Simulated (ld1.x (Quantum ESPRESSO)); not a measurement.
# germanium (Ge): excitation energies, all-electron against ultrasoft

germanium (Ge), ultrasoft, made with ld1.x (Quantum ESPRESSO) 7.5 (PBE, scalar-relativistic). Core [Ar], reference 3d10 4s2 4p2. Waves: 4s (bound): rcut 1.30, rcutus 1.80 bohr; 4s channel at 3.95 Ry: rcut 1.30, rcutus 1.80 bohr; 4p (bound): rcut 1.30, rcutus 1.60 bohr; 4p channel at 3.45 Ry: rcut 1.30, rcutus 1.60 bohr; 3d (bound): rcut 0.75, rcutus 0.90 bohr; 3d channel at 0.3 Ry: rcut 0.75, rcutus 0.90 bohr. Local part: all-electron potential smoothed inside 1.45 bohr (lloc = -2). Core correction: Bessel-smoothed model core, default radius (core density twice the valence density). Augmentation charge: built from norm-conserving waves at rcut, not smoothed further.

Energies are relative to the spin-unpolarised reference configuration 3d10 4s2 4p2; without spin polarisation the order of configurations can differ from experiment.

Q: Give the all-electron excitation energy and the error of the potential for: 3d10 4s2 4p1; 3d10 4s2 4p0; 3d10 4s1 4p0; 3d10 4s2 4p1.5; 3d10 4s0 4p4; 3d10 4s2 4p2.3; 3d10 4s1 4p3.

A:

| valence configuration | charge | ΔE all-electron (eV) | error AE − PS (meV) |
| --- | --- | --- | --- |
| 3d10 4s2 4p1 | +1 | 7.444 | -0.9 |
| 3d10 4s2 4p0 | +2 | 22.883 | -3.2 |
| 3d10 4s1 4p0 | +3 | 57.674 | -19 |
| 3d10 4s2 4p1.5 | +0.5 | 2.802 | -0.4 |
| 3d10 4s0 4p4 | 0 | 16.195 | -8.4 |
| 3d10 4s2 4p2.3 | -0.3 | -0.884 | +0.1 |
| 3d10 4s1 4p3 | 0 | 7.972 | -2.4 |
